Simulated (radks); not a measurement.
Effect of the nuclear size on the rhodium ion Rh3+, [Kr] 4d6. Method: Dirac Kohn-Sham, BLYP, spin-unpolarised, spherical densities, finite nucleus; open shells are shared between the two j in proportion to 2j + 1; Fermi nuclear charge, rms radius 4.4945 fm; computed with a radial shooting solver on a logarithmic mesh with Libxc functionals. The rms radius is varied about that value; shifts are against it.

rms radius (fm)  total energy shift (eV)  density at nucleus (e/bohr^3)  1s1/2 shift (meV)  2s1/2 shift (meV)  4s1/2 shift (meV)  5s1/2 (empty) shift (meV)
3.9911                            -0.465                      1.228e+05               -196              -21.6             -0.727                     -0.112
4.3192                            -0.167                      1.216e+05              -70.6              -7.76             -0.262                     -0.040
4.4945                                 0                       1.21e+05              0.000              0.000              0.000                      0.000
4.9125                             0.423                      1.197e+05                178               19.6              0.661                      0.102
5.0878                             0.610                      1.192e+05                257               28.3              0.954                      0.147

Slopes of the eigenvalues against <r^2> in GHz/fm^2, as finite differences over the two radii next to the reference (eigenvalue slopes, not the field-shift constants of lines): 1s1/2 11000, 2s1/2 1210, 4s1/2 40.7, 5s1/2 (empty) 6.29.
